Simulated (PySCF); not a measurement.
Isomers of C5H10NP. Computed with PySCF 2.14.0, density-fitted response routines, TDDFT CAM-B3LYP/def2-SVPD, vertical, gas phase, core orbitals frozen in the response. Geometries: GFN2-xTB; one conformer of each isolated species. Triplets are in the Tamm–Dancoff approximation.

A. `CC1=CCCP1N`
B. `P1(N)C=C(C)CC1`
C. `CCN(C#P)CC`
D. `P(CC#N)C(C)C`

Lowest singlet levels (six at most, fewer where fewer were computed) with oscillator strengths:

1. 195 nm (f 0.062); 187 nm (f 0.077); 177 nm (f 0.115); 170 nm (f 0.006); 161 nm (f 0.048); 160 nm (f 0.020); T1 5.23 eV
2. 225 nm (f 0.182); 201 nm (f 0.015); 199 nm (f 0.013); 194 nm (f 0.030); 179 nm (f 0.022); 173 nm (f 0.075); T1 4.08 eV
3. 220 nm (f 0.064); 200 nm (f 0.047); 192 nm (f 0.004); 187 nm (f 0.044); 182 nm (f 0.024); 181 nm (f 0.093); T1 4.20 eV
4. 395 nm (f 0.000); 272 nm (f 0.028); 226 nm (f 0.000); 225 nm (f 0.038); 196 nm (f 0.021); 193 nm (f 0.124); T1 2.78 eV

Question: Which spectrum belongs to which structure?

Answer: 1 = D, 2 = B, 3 = A, 4 = C.
- A: S1 at 5.64 eV, HOMO→LUMO (66%), HOMO→LUMO+1 (15%), HOMO-1→LUMO (13%); Löwdin shares by element: HOMO phosphorus 44%, carbon 25% or more, nitrogen 10% (atoms not listed hold the other 20%); LUMO carbon 33% or more, phosphorus 13%, nitrogen 10% (atoms not listed hold the other 44%); HOMO -7.83 and LUMO 1.06 eV.
- B: S1 at 5.51 eV, HOMO→LUMO (93%); Löwdin shares by element: HOMO phosphorus 42%, carbon 26% or more, nitrogen 11% (atoms not listed hold the other 21%); LUMO carbon 40% or more, phosphorus 14%, nitrogen 8% (atoms not listed hold the other 37%); HOMO -7.49 and LUMO 1.04 eV.
- C: S1 at 3.14 eV, HOMO→LUMO (98%); Löwdin shares by element: HOMO phosphorus 42%, carbon 24% or more, nitrogen 23%; LUMO phosphorus 55%, carbon 32% or more, nitrogen 6%; HOMO -6.89 and LUMO 0.39 eV.
- D: S1 at 6.37 eV, HOMO→LUMO (72%), HOMO→LUMO+1 (13%); Löwdin shares by element: HOMO phosphorus 60%, carbon 17% or more, hydrogen 5% or more (atoms not listed hold the other 18%); LUMO carbon 36% or more, phosphorus 18% (atoms not listed hold the other 46%); HOMO -8.64 and LUMO 0.85 eV.
A and B have S1 within 0.14 eV of each other; their strongest listed levels stand at 6.86 eV (f 0.093) and 5.51 eV (f 0.182).
